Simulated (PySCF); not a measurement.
Si(H)3(SeH) (H₄SeSi), SMILES [SiH3][SeH]. Coordinates come from a PBE0-D3(BJ)/def2-TZVP optimisation.

Problem. Give the equilibrium geometry at PBE0-D3(BJ)/def2-TZVP (PySCF confirms it by a frequency run) as bond lengths and angles, and its point group. (Estimate from the structure and the level; the computed values follow.)

Solution. point group Cs.
Atoms: Si1 Se2 H3 H4 H5 H6. Bonded distances (Å): Si1–Se2 2.279, Si1–H3 1.484, Si1–H4 1.483, Si1–H5 1.484, Se2–H6 1.469. Bond angles (°): Se2–Si1–H3 111.5, Se2–Si1–H4 104.8, Se2–Si1–H5 111.5, H3–Si1–H4 110.0, H3–Si1–H5 109.1, H4–Si1–H5 110.0, Si1–Se2–H6 93.1.
